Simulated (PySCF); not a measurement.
Cartesian coordinates in Å; atom numbers follow the order of the lines, from 1:
```xyz
11

O    -2.014    1.348    0.215
Si   -1.670   -0.177   -0.213
O    -0.117   -0.389   -0.698
C     1.043   -0.197   -0.053
C     2.209   -0.407   -0.643
F     3.360   -0.198    0.025
H    -1.892    2.100   -0.359
H    -2.308   -0.609   -1.443
H    -1.965   -0.869    1.029
H     0.998    0.144    0.974
H     2.360   -0.745   -1.656
```

Geometry: GFN2-xTB; GIAO shifts from PySCF 2.14.0 with density-fitted response routines, gas phase, non-relativistic, averaged over equivalent atoms.

At PBE0/pcSseg-1 (134 basis functions, 19 s wall time on 1 thread of an Arm Neoverse N1, shared host):
```tsv
atoms	δ (ppm)
O3	103.5
O1	53.3
Si2	-34.7
C5	154.3
C4	138.2
F6	-188.6
H11	7.45
H10	7.34
H8/H9	4.72
H7	2.20
```

Chemical shifts δ = σref − σ; $^{17}$O (336.08 ppm) vs H2O; TMS for $^{29}$Si (349.16 ppm) and $^{13}$C (186.93 ppm) and $^{1}$H (31.72 ppm); $^{19}$F (170.95 ppm) vs CFCl3, all at this level.

Question: What do these become at KT3/Sadlej pVTZ?

Answer: 
| atoms | δ at KT3/Sadlej pVTZ | change |
| --- | --- | --- |
| O3 | 97.7 | -5.8 |
| O1 | 49.2 | -4.1 |
| Si2 | -44.6 | -9.9 |
| C5 | 144.5 | -9.8 |
| C4 | 129.4 | -8.8 |
| F6 | -213.2 | -24.6 |
| H11 | 7.62 | +0.17 |
| H10 | 7.54 | +0.20 |
| H8/H9 | 5.30 | +0.58 |
| H7 | 1.97 | -0.23 |

Scale: H2O for $^{17}$O (334.38 ppm); $^{29}$Si (354.14 ppm) and $^{13}$C (197.73 ppm) and $^{1}$H (32.22 ppm) vs TMS; $^{19}$F (150.73 ppm) vs CFCl3 (reference shieldings calculated alike).

The largest change is at F6 (vinylic fluorine). Cost: 197 basis functions, 58 s wall time on 1 thread of an Arm Neoverse N1, shared host.

Unscaled 19F shifts against computed CFCl3 carry errors that often reach 10 to 50 ppm. Experimental scales use liquid or dissolved standards, which lie at an offset from isolated H2O (liquid H2O: subtract about 36 ppm).
